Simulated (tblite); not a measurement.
C6H10O4S.
Structure used (GFN2-xTB), in Å, numbered top down from 1:
```
atom  x, y, z in Å
C1     2.9181    0.5631   -0.1613
S2     1.4317   -0.3122   -0.7033
O3     0.8462    0.3768   -1.8179
O4     1.7519   -1.7017   -0.8909
C5     0.2463   -0.2260    0.7278
C6    -0.8444   -1.2507    0.4865
C7    -1.8171   -0.6803   -0.5398
C8    -2.3829    0.6179    0.0109
O9    -1.3794    1.5730    0.3468
C10   -0.1703    1.2210    0.7466
O11    0.6180    2.0725    1.0825
H12    2.6083    1.4996    0.2858
H13    3.5232    0.7374   -1.0421
H14    3.4369   -0.0712    0.5448
H15    0.8618   -0.4490    1.5977
H16   -1.3679   -1.4782    1.4199
H17   -0.3802   -2.1668    0.1156
H18   -1.2859   -0.4845   -1.4720
H19   -2.6328   -1.3750   -0.7356
H20   -2.9746    0.4274    0.9160
H21   -3.0160    1.1240   -0.7214
```

Method: GFN2-xTB as coded in tblite; computed harmonic values from a numerical Hessian at the method's own geometry, unscaled. Errors from tens to a few hundred cm⁻¹ against measured bands are possible. One conformer, not necessarily the lowest.

Harmonic wavenumbers (cm⁻¹): 53.9, 75.1, 133.7, 147.0, 163.1, 193.4, 231.3, 258.4, 299.6, 328.2, 410.1, 432.6, 452.9, 472.1, 544.7, 585.5, 653.0, 709.1, 728.9, 824.5, 856.9, 872.6, 896.6, 932.2, 963.3, 988.3, 1028.9, 1089.2, 1109.3, 1117.5, 1127.2, 1170.7, 1175.1, 1228.1, 1240.9, 1254.9, 1268.1, 1279.0, 1323.3, 1336.1, 1346.5, 1410.5, 1418.2, 1460.9, 1464.0, 1475.8, 1728.7, 2904.5, 2953.3, 2979.3, 2989.3, 2994.3, 3017.0, 3020.7, 3060.3, 3079.3, 3089.9.

A = 1586, B = 931.2, C = 728.4 MHz; mass 178.030 u (most abundant isotopes); point group C1, symmetry number 1.

Question: What is the zero-point energy?

Answer: ½Σν̃ = 35174 cm⁻¹ = 420.78 kJ/mol.

Question: Entropy at 350 K, 1 bar (ideal gas, RRHO, classical rotation)?

Answer: Translation 176.82, rotation 127.86, vibration 160.67: S = 465.3 J/(mol K).

Question: And Cp and H(350 K) − H(0)?

Answer: Cp = 208.23 J/(mol K), of which vibrations give 174.97 (their classical limit is 57 R = 473.9); H(350 K) − H(0) = 42.06 kJ/mol without the zero-point energy, 30.42 from vibrations.

Question: What must be added to the electronic energy to get the Gibbs energy at 350 K and 1 bar?

Answer: ZPE + [H(350 K) − H(0)] − T·S = 420.78 + 42.06 − 162.87 = 299.97 kJ/mol.

Question: Blend soft modes into free rotors: weight 1/[1 + (100 cm⁻¹/ν̃)⁴] for the oscillator and the rest for a rotor with moment μB/(μ + B), μ = h/(8π²ν), B = 10⁻⁴⁴ kg m². What vibrational entropy results?

Answer: 151.27 J/(mol K) in place of 160.67, which changes −T·S at 350 K by +3.29 kJ/mol.

Question: Which modes carry the vibrational entropy at 350 K?

Answer: 53.9 cm⁻¹: 20.86; 75.1 cm⁻¹: 18.12; 133.7 cm⁻¹: 13.39; 147.0 cm⁻¹: 12.63; 163.1 cm⁻¹: 11.79; 193.4 cm⁻¹: 10.44 J/(mol K); the other 51 give 73.43 together.

Hindered rotation and anharmonicity are outside this model. Other conformers, if any are populated, would add a mixing term that is left out. The structure is chiral; the term R ln 2 for an equal mix with its mirror image is left out.

Run on one thread of an Arm Neoverse N1 (shared host). The figure is for the frequency step alone.
